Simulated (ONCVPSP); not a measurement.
Building the ONCV potential for Al (Z = 13) (PBE, scalar-relativistic).

| Property | Result |
| --- | --- |
| Element | aluminium (Al) |
| Generator | ONCVPSP 4.0.1 |
| Type | optimised norm-conserving Vanderbilt (ONCV) |
| Functional | PBE |
| Relativity | scalar-relativistic |
| Frozen core | [Ne] |
| Valence charge | 3 |
| Reference configuration | 3s2 3p0.75 (charge +0.25) |
| Partial waves | 3s: rc 2.00 bohr, ncon 4, nbas 8, qcut 3.9 1/bohr, 1 projector; 3p: rc 2.70 bohr, ncon 3, nbas 6, qcut 3.1 1/bohr, 2 projectors, debl 1.4 Ha; d scattering state at 0.46 Ha: rc 2.40 bohr, ncon 4, nbas 7, qcut 4 1/bohr, 2 projectors, debl 2.7 Ha |
| Local potential | polynomial inside 1.80 bohr (lpopt 5, dvloc0 6 Ha) |
| Core correction | Teter function, fcfact 5.25, rcfact 1.65 |

All-electron outer shells of the reference configuration (PBE, scalar-relativistic, ld1.x):

```csv
shell,level (eV),outermost node (bohr),outermost maximum (bohr)
2s,-110.00,0.16,0.50
2p,-71.47,–,0.43
3s,-9.37,0.80,2.06
3p,-4.15,0.82,2.58
```

What the tests gave:

- Cutoffs needed: 5.7 Ha and 7.5 Ha (the cutoffs (Ha) at which the residual kinetic energy of the hardest occupied pseudo-wave falls to 1 and 0.1 mHa per electron) The cutoffs count occupied waves only; projector 2 of the d channel, the hardest unoccupied one, needs 35 Ha at the loose tolerance.
- Ghost test: no bound ghost flagged; no localised positive-energy state flagged
- Largest excitation error: -117 meV (all-electron minus pseudo) for 3s1 3p0, out of 4 test configurations
- rms error of d²Exc/dni dnj: 1.91 mHa without and 3.11 mHa with the model core

Generation and tests took about 2.8 s on one core of a shared server CPU.
